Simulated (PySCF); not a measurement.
stibine (H3Sb), SMILES [SbH3].

Coordinates come from a B3LYP-D3(BJ)/def2-TZVPD optimisation. The def2 effective core potentials stand for the cores of Sb; spin–orbit coupling is left out.

The numbers are results of r2SCAN/def2-TZVPD (PySCF), not measurements.

Task: Estimate the frontier levels, gap, dipole moment and polarisability. (An estimate is asked for; the answer gives what the named calculation found.)

Result: 
The highest occupied level is -6.77 eV, the lowest empty level is -0.70 eV and the orbital gap is 6.07 eV. The dipole moment is 0.32 D and the quadrupole, principal values (traceless, Buckingham form, about the centre of nuclear charge) comes out as -2.06, 1.03, 1.03 D·Å. The mean static polarisability is 47.0 bohr³ (6.96 Å³) and the polarisability, principal values is 46.4, 46.4, 48.1 bohr³.
